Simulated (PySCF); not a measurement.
# Computed spin Hamiltonian

Compound: C5H5F2O3 (doublet state).
Cartesian coordinates in Å at the GFN2-xTB level; atoms count from 1:
```
atom  x, y, z in Å
O1     3.2550   -0.3325    0.4930
C2     2.1324   -0.2317    0.0306
C3     1.4975   -1.0484   -0.9403
O4     0.2576   -0.6602   -1.2594
C5    -0.1193    0.4586   -0.4524
O6    -1.1659    0.0795    0.4090
C7    -2.3414   -0.2400   -0.1978
F8    -2.9161    0.8612   -0.7453
F9    -3.1785   -0.6847    0.7387
C10    1.0937    0.8406    0.3860
H11    1.8820   -1.9087   -1.4563
H12   -0.4647    1.2454   -1.1384
H13   -2.2533   -0.9984   -0.9967
H14    1.4709    1.8350    0.1562
H15    0.8458    0.7923    1.4457
```

The hyperfine couplings belong to this conformer and change with its torsions.

As a line formula: `O=C1[CH]O[C@@H](OC(F)F)C1` [radical].

Level of theory: PySCF 2.14.0, UKS B3LYP, pcH-1 on C F H O, non-relativistic, mean-field spin-orbit, GIAO. Geometry: GFN2-xTB, one conformer, isolated molecule. A GFN2-xTB geometry isn't a minimum of the functional, and hyperfine couplings can be far from their values at a DFT geometry. Stability of the SCF solution: not tested.

```json
{"g1, g2, g3": "2.00204, 2.00559, 2.00765", "g_iso": "2.00509", "Form of g": "rhombic: the two nearest values differ by 37 % of g3 − g1", "⟨S²⟩": "0.7595 (exact 0.7500)", "HOMO–LUMO gap, α and β orbitals": "6.33, 3.98 eV", "Basis functions": "300"}
```

Isotropic coupling and dipolar principal values T1 to T3, in MHz; ρ(0) is the spin density at the nucleus:

| atom | isotope | a_iso | T1 | T2 | T3 | Mulliken spin population | ρ(0) (bohr⁻³) |
| --- | --- | --- | --- | --- | --- | --- | --- |
| O1 | 17O | -20.2 | -91.7 | 45.6 | 46.2 | 0.29 | 0.0334 |
| C2 | 13C | -32.6 | -4.1 | -1.5 | 5.6 | -0.05 | -0.0290 |
| C3 | 13C | 50.1 | -54.4 | -53.7 | 108.1 | 0.63 | 0.0445 |
| O4 | 17O | -23.9 | -71.5 | 34.9 | 36.7 | 0.15 | 0.0394 |
| C5 | 13C | -2.7 | -1.3 | -0.8 | 2.1 | -0.01 | -0.0024 |
| O6 | 17O | -2.9 | -2.4 | 1.1 | 1.4 | 0.00 | 0.0047 |
| C7 | 13C | 0.1 | -0.4 | -0.3 | 0.7 | 0.00 | 0.0001 |
| F8 | 19F | -0.2 | -1.0 | -0.2 | 1.1 | 0.00 | 0.0000 |
| F9 | 19F | 0.8 | -1.1 | -0.5 | 1.6 | 0.00 | 0.0002 |
| C10 | 13C | -4.9 | -0.9 | -0.6 | 1.5 | 0.00 | -0.0044 |
| H11 | 1H | -45.3 | -24.6 | -2.4 | 27.0 | -0.03 | -0.0101 |
| H12 | 1H | 6.7 | -2.8 | -2.6 | 5.4 | 0.00 | 0.0015 |
| H13 | 1H | -0.1 | -1.7 | -1.7 | 3.4 | 0.00 | 0.0000 |
| H14 | 1H | 7.3 | -2.4 | -1.2 | 3.6 | 0.00 | 0.0016 |
| H15 | 1H | 4.5 | -2.4 | -1.2 | 3.6 | 0.00 | 0.0010 |

The largest Mulliken spin populations are on C3 (+0.63), O1 (+0.29) and O4 (+0.15). The angles at C3 add up to 360.0°, so it is planar; its axial dipolar tensor and the negative coupling of its proton fit spin in a p orbital normal to that plane.

Axes: g2 points within 12° of the C3–H11 bond.

Under fast tumbling the dipolar parts average out, and these isotropic splittings remain: 1 × 1H (H11, I = 1/2, 2 lines) with 1.62 mT, 1 × 1H (H14, I = 1/2, 2 lines) with 0.26 mT, 1 × 1H (H12, I = 1/2, 2 lines) with 0.24 mT and 1 × 1H (H15, I = 1/2, 2 lines) with 0.16 mT.

The 17O coupling of O4 (-23.9 MHz) shows only in satellite lines or after enrichment, since that isotope makes up about 0.038 % of natural oxygen.

The 13C coupling of C3 (50.1 MHz) shows only in satellite lines or after enrichment, since that isotope makes up about 1.07 % of natural carbon.

The spin density at the nucleus, in bohr⁻³, is negative for C2 (-0.0290), H11 (-0.0101) and C10 (-0.0044), for instance. A restricted open-shell determinant has no negative spin density anywhere; here it arises because α and β orbitals differ (spin polarisation).
